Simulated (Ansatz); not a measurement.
Consider the ligand exchange at a B–N bond: `FBN([SiH3])[SiH3]` + `C=C(N)[SiH3]` → `C=C([SiH3])NBF` + `[SiH3]N[SiH3]`.

Program: Ansatz. Geometries: PBE0-D4/def2-TZVP. ΔE: electronic, gas phase. CBS: MP2 limit from def2 TZ/QZ plus the TZ coupled-cluster correction, frozen cores. This one scheme is used for every species. Functionals use def2-TZVPP. B3LYP here is the variant with VWN-RPA as its local correlation; programs differ in this. One conformer a species, not always the lowest.

```
             level  ΔE (kcal/mol)  difference from CCSD(T)/CBS
            PBE-D4           -2.5                          0.2
           PBE0-D4           -2.8                         -0.1
          B3LYP-D4           -2.9                         -0.2
           ωB97X-V           -2.6                          0.1
           ωB97M-V           -2.6                          0.1
            B2PLYP           -3.0                         -0.3
               PBE           -2.8                         -0.1
              PBE0           -3.0                         -0.3
             B3LYP           -3.4                         -0.7
    MP2/def2-TZVPP           -2.6                          0.1
CCSD(T)/def2-TZVPP           -2.7                          0.0
     HF/def2-QZVPP           -3.4                         -0.7
    MP2/def2-QZVPP           -2.6                          0.1
SCS-MP2/def2-QZVPP           -2.9                         -0.2
     MP2/CBS(def2)           -2.6                          0.1
    CCSD/CBS(def2)           -2.9                         -0.2
       CCSD(T)/CBS           -2.7                            0
```

Largest T1 diagnostic among the species: 0.013.

In def2-TZVPP, CCSD(T) changes the Hartree–Fock value by +0.8 kcal/mol (the triples alone add +0.2 kcal/mol) and MP2 by +0.9 kcal/mol.
